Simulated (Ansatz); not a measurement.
C₂H₅BFN (`BC(=N)CF`), relaxed with RKS PBE0-D4/def2-TZVP in Ansatz 0.2.0 from a PBE-D4/def2-SVP geometry. The force threshold is 0.005 eV/Å; the program also tests the step.

Charge 0, multiplicity 1.

Start:

```xyz
10

B    -1.356    0.117    0.785
C     0.135    0.253    0.300
N     0.896    0.840    1.157
C     0.548   -0.392   -1.002
F    -0.595   -0.657   -1.752
H    -1.789   -0.984    1.073
H    -2.043    1.103    0.949
H     1.900    0.801    0.885
H     1.079   -1.353   -0.807
H     1.225    0.272   -1.586
```

| step | energy (eV) | largest force (eV/Å) | largest move (Å) |
| --- | --- | --- | --- |
| 1 | -7031.8562 | 0.849 | 0.000 |
| 2 | -7031.9012 | 0.398 | 0.043 |
| 3 | -7031.9053 | 0.177 | 0.029 |
| 4 | -7031.9075 | 0.078 | 0.025 |
| 5 | -7031.9092 | 0.033 | 0.017 |
| 6 | -7031.9095 | 0.072 | 0.033 |
| 7 | -7031.9104 | 0.073 | 0.034 |
| 8 | -7031.9118 | 0.070 | 0.035 |
| 9 | -7031.9121 | 0.060 | 0.059 |
| 10 | -7031.9121 | 0.072 | 0.014 |
| 11 (rejected) | -7031.9104 | 0.164 | 0.024 |
| 12 | -7031.9126 | 0.016 | 0.011 |
| 13 | -7031.9126 | 0.024 | 0.005 |
| 14 | -7031.9127 | 0.005 | 0.003 |

End:

```xyz
10

B    -1.356    0.096    0.810
C     0.109    0.280    0.291
N     0.885    0.913    1.076
C     0.553   -0.409   -0.967
F    -0.522   -0.553   -1.825
H    -1.787   -1.011    0.948
H    -2.007    1.044    1.119
H     1.860    0.889    0.760
H     0.932   -1.411   -0.734
H     1.332    0.163   -1.481
```

Hardware: 2 threads of an Arm Neoverse V1 on a shared host. Wall time 65 s, peak host memory 0.4 GiB.
